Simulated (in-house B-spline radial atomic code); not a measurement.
# The indium ion In³⁺: [He] 2s2 (2p1/2)2 (2p3/2)3 3s2 3p6 3d10 4s2 4p6 4d10 5s1 (with a hole in an inner shell)

Computed with a B-spline radial code for spherical atoms: Dirac-Hartree-Fock, average of the jj configuration, Fermi nucleus of rms radius 4.6156 fm.

Z_r = [3n² - l(l+1)]/(2<r>); Z_e = n√(-2ε); the last column is Slater's effective charge. Values are occupation-weighted means over j. An effective charge above Z reflects the relativistic contraction of the inner shells.

```tsv
shell	electrons	ε (eV)	<r> (bohr)	Z_r	Z_e	Slater
1s	2	-28319	0.02969	50.53	45.62	48.70
2s	2	-4429	0.1272	47.16	36.08	45.20
2p	5	-4025.6	0.1112	44.95	34.40	45.20
3s	2	-923.99	0.3416	39.52	24.72	38.60
3p	6	-775.66	0.3387	36.91	22.65	38.60
3d	10	-545.26	0.3141	33.43	18.99	28.85
4s	2	-185.93	0.8316	28.86	14.79	22.25
4p	6	-138.05	0.8947	25.71	12.74	22.25
4d	10	-65.167	1.072	19.58	8.75	10.85
5s	1	-38.957	2.201	17.04	8.46	6.70
```

The least bound orbital is 5s1/2 at -38.96 eV, and it is also the most diffuse (<r> = 2.201 bohr). The part-filled 2p shell lies below the filled 4d shell in orbital energy.

For the 1s electron the small component carries 3.24 % of the norm, the zero-frequency Breit interaction raises the level by 62.4 eV, self-energy by 35.81 eV, and vacuum polarisation lowers it by 4.64 eV.
